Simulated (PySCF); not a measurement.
Molfile (atoms numbered from 1):
```
C6H9FO
     RDKit          3D

 17 18  0  0  0  0  0  0  0  0999 V2000
   -2.9462   -0.7134    0.0535 F   0  0  0  0  0  0  0  0  0  0  0  0
   -2.0280    0.2801   -0.1879 C   0  0  0  0  0  0  0  0  0  0  0  0
   -0.6822   -0.0840    0.4251 C   0  0  2  0  0  0  0  0  0  0  0  0
    0.3267    1.0767    0.3445 C   0  0  0  0  0  0  0  0  0  0  0  0
    1.7137    0.4201    0.2795 C   0  0  0  0  0  0  0  0  0  0  0  0
    1.4464   -0.8990   -0.4154 C   0  0  2  0  0  0  0  0  0  0  0  0
    0.6053   -0.8149   -1.5308 O   0  0  0  0  0  0  0  0  0  0  0  0
    0.0202   -1.2074   -0.3204 C   0  0  2  0  0  0  0  0  0  0  0  0
   -2.4323    1.1958    0.2566 H   0  0  0  0  0  0  0  0  0  0  0  0
   -1.9470    0.3858   -1.2741 H   0  0  0  0  0  0  0  0  0  0  0  0
   -0.8394   -0.4004    1.4613 H   0  0  0  0  0  0  0  0  0  0  0  0
    0.2326    1.7605    1.1854 H   0  0  0  0  0  0  0  0  0  0  0  0
    0.1489    1.6324   -0.5768 H   0  0  0  0  0  0  0  0  0  0  0  0
    2.4316    1.0351   -0.2606 H   0  0  0  0  0  0  0  0  0  0  0  0
    2.1035    0.2169    1.2781 H   0  0  0  0  0  0  0  0  0  0  0  0
    2.2163   -1.6594   -0.4511 H   0  0  0  0  0  0  0  0  0  0  0  0
   -0.3772   -2.2130   -0.2767 H   0  0  0  0  0  0  0  0  0  0  0  0
  1  2  1  0
  2  3  1  0
  3  4  1  0
  4  5  1  0
  5  6  1  0
  6  7  1  0
  7  8  1  0
  8  3  1  0
  8  6  1  0
  2  9  1  0
  2 10  1  0
  3 11  1  1
  4 12  1  0
  4 13  1  0
  5 14  1  0
  5 15  1  0
  6 16  1  6
  8 17  1  6
M  END
```

Geometry: GFN2-xTB; GIAO shifts from PySCF 2.14.0 with density-fitted response routines, gas phase, non-relativistic, averaged over equivalent atoms.

At PBE0/pcSseg-1 (181 basis functions, about 70 core-seconds):
```csv
atoms,δ (ppm)
F1,-245.6
C2,86.1
C6,55.3
C8,54.3
C3,45.5
C5,30.3
C4,22.4
O7,16.6
H10,4.81
H9,4.75
H17,3.31
H16,3.19
H11,2.10
H14,1.99
H15,1.46
H12,1.31
H13,0.90
```

Referencing at the same level of theory: ¹⁹F (σref 170.95) against CFCl3; ¹³C (σref 186.93) and ¹H (σref 31.72) against TMS; H2O for ¹⁷O (σref 336.08).

Question: What do these become at BLYP/6-31++G**?

Answer: 
| atoms | δ at BLYP/6-31++G** | change |
| --- | --- | --- |
| F1 | -242.3 | +3.3 |
| C2 | 85.3 | -0.8 |
| C6 | 55.6 | +0.3 |
| C8 | 54.5 | +0.2 |
| C3 | 48.1 | +2.6 |
| C5 | 31.6 | +1.3 |
| C4 | 23.9 | +1.5 |
| O7 | 24.4 | +7.8 |
| H10 | 5.01 | +0.20 |
| H9 | 4.87 | +0.12 |
| H17 | 3.61 | +0.30 |
| H16 | 3.40 | +0.21 |
| H11 | 2.33 | +0.23 |
| H14 | 2.08 | +0.09 |
| H15 | 1.57 | +0.11 |
| H12 | 1.35 | +0.04 |
| H13 | 1.15 | +0.25 |

Scale: CFCl3 for ¹⁹F (σref 162.16); ¹³C (σref 191.14), ¹H (σref 31.94) against TMS; ¹⁷O (σref 334.54) vs H2O (reference shieldings calculated alike).

The largest change is at O7 (ether oxygen). Cost: 198 basis functions, about 2.2 core-minutes. The order of the carbon signals is the same at both levels.

Unscaled 19F shifts against computed CFCl3 carry errors that often reach 10 to 50 ppm. Experimental scales use liquid or dissolved standards, which lie at an offset from isolated H2O (liquid H2O: subtract about 36 ppm).
